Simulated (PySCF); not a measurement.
Species: Sn(CCH)4, C8H4Sn.
Bonds: Sn1–C2, Sn1–C5, Sn1–C8, Sn1–C11, C2–C3, C5–C6, C8–C9, C11–C12. Hydrogens: H4 on C3; H7 on C6; H10 on C9; H13 on C12.

A GFN2-xTB structure was refined with PBE0-D3(BJ)/def2-SVP geometry optimisation, gas phase, def2 core potentials past Kr (PySCF 2.14.0). Its GFN2-xTB values:

| coordinate | GFN2-xTB |
| --- | --- |
| Sn1–C2 | 2.064 Å |
| Sn1–C8 | 2.173 Å |
| C2–C3 | 1.183 Å |
| C3–H4 | 1.079 Å |
| Sn1–C2–C3 | 178.4° |
| C2–Sn1–C5 | 113.4° |

Q: How do these coordinates change at the PBE0-D3(BJ)/def2-SVP level?

A: 
```
coordinate  PBE0-D3(BJ)/def2-SVP (Å or °)  change
    Sn1–C8                          2.077  -0.096
     C2–C3                          1.216  +0.033
    Sn1–C2                          2.077  +0.013
     C3–H4                          1.076  -0.003
 C2–Sn1–C5                          109.3    -4.1
 Sn1–C2–C3                          179.6    +1.2
```

The energy falls by 0.409 eV over 8 energy and gradient evaluations, the largest force component goes from 0.0914 to 2.6e-04 Eh/bohr, and the atoms move by 0.064 Å rms after alignment. The bond that changes most is Sn1–C8 (ends: tin bonded to 4 C; carbon bonded to C and Sn), which shortens by 0.096 Å. Bonds longer at the end by more than 0.005 Å: 8 of 12; shorter: 3.

The run used 158 basis functions and 60 SCF cycles in all.

No PBE0-D3(BJ)/def2-SVP frequencies stand behind this structure, so it isn't proved a minimum.
